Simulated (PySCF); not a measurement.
The complex [Cr(SH)6]3- (charge -3) contains Cr(III), shell d3. The structure is a model geometry with rigid ligands and bond lengths from ionic radii, not a minimum; coordination octahedral, point group S6, metal–donor distances 2.35 Å.

```
13

Cr    0.000    0.000    0.000
S     0.000    0.000    2.355
H     1.320    0.000    2.605
S     0.000    0.000   -2.355
H    -1.320    0.000   -2.605
S     2.355    0.000    0.000
H     2.605    1.320    0.000
S    -2.355    0.000    0.000
H    -2.605   -1.320    0.000
S     0.000    2.355    0.000
H     0.000    2.605    1.320
S     0.000   -2.355    0.000
H     0.000   -2.605   -1.320
```

Method (PySCF 2.14, density fitting): CASSCF(3,5) with orbitals averaged over all microstates of the shell, strongly contracted NEVPT2 on the averaged canonical orbitals; basis x2c-TZVPall on the metal, x2c-SVPall elsewhere; spin-free X2C; IEF-PCM water; spin-orbit coupling by state interaction with the mean-field operator over all roots.

What is the ground state?

4Ag (from 4A2g) (S = 3/2, orbital degeneracy 1), with 3.0 electrons in the lower (t2g-type) set and 0.0 in the upper (eg-type) set, by NEVPT2.

Where do the spin-allowed transitions within the shell lie?

By NEVPT2: 4Eg (from 4T2g) at 20835 cm⁻¹ (480 nm); 4Ag (from 4T2g) at 20891 cm⁻¹ (479 nm); 4Ag (from 4T1g) at 28502 cm⁻¹ (351 nm); 4Eg (from 4T1g) at 28662 cm⁻¹ (349 nm); 4Eg (from 4T1g) at 44036 cm⁻¹ (227 nm); 4Ag (from 4T1g) at 44416 cm⁻¹ (225 nm). All are electric-dipole forbidden at this geometry.

Which is the lowest state of another spin?

2Eg at 16216 cm⁻¹ by NEVPT2; CASSCF alone puts it at 18128 cm⁻¹ above the same ground state.

Give the fitted ligand-field and repulsion parameters.

At CASSCF level (the NEVPT2 levels don't fit a ligand-field model well): orbital energies 0, 0, 155, 15511, 15511 cm⁻¹; 10Dq = 15459 cm⁻¹ (difference of the means of the two sets); B = 920 cm⁻¹; C = 3527 cm⁻¹; B over its free-ion value at the same level 0.797; the fit misses the states by 551 cm⁻¹ rms, so splittings below that are unsure; ζ = 234 cm⁻¹ (free ion 278).

What are the magnetic parameters?

The ground multiplet follows a spin Hamiltonian with S = 3/2, g = 1.978, 1.978, 1.979, D = 0.07 cm⁻¹, E/|D| = 0.00 (spin-orbit part alone); the lowest levels hold 100 % of the spin-free ground state. μeff is 3.85 μB at 300 K and 3.83 μB at 10 K; the spin-only value is 3.88 μB.

The geometry is a model, and the complex may not exist in this form. NEVPT2 lifts 4Eg (from 4T2g) from 16069 to 20835 cm⁻¹; on the d shell alone it tends to overshoot states that fill the eg-type orbitals. An active orbital has only 0.75 squared overlap with the free ion's shell, so the metal shell alone is a small active space here. NEVPT2 on the d shell alone tends to put d–d bands too high for such charged or covalently bound ions.

The job took 22 s on one thread of Arm Neoverse V2 (shared host), with 186 basis functions and a peak of 0.52 GiB, launched as `OMP_NUM_THREADS=1 python lf_run.py task.json out`.
